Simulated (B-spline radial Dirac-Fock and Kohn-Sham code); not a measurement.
The computed values come from a radial B-spline solver: Dirac-Fock ΔSCF + Breit + QED. Free neutral atoms up to Cf, the lines Kα1, Kβ1, Lα1, Lβ1, Lβ2, Lγ1, Lℓ and Mα1 where both subshells are closed (so no Lα of most 3d metals and no Mα of most lanthanides); Na, Y were not searched.

**Question.** Sr Lα1 is computed at 1808.2 eV. Which of the searched lines of other elements lie within 51 eV and could overlap it in an energy-dispersive spectrum?

**Answer.** Zr Lℓ at 1789.9 eV (-18); W Mα1 at 1777.9 eV (-30); Re Mα1 at 1844.9 eV (+37).
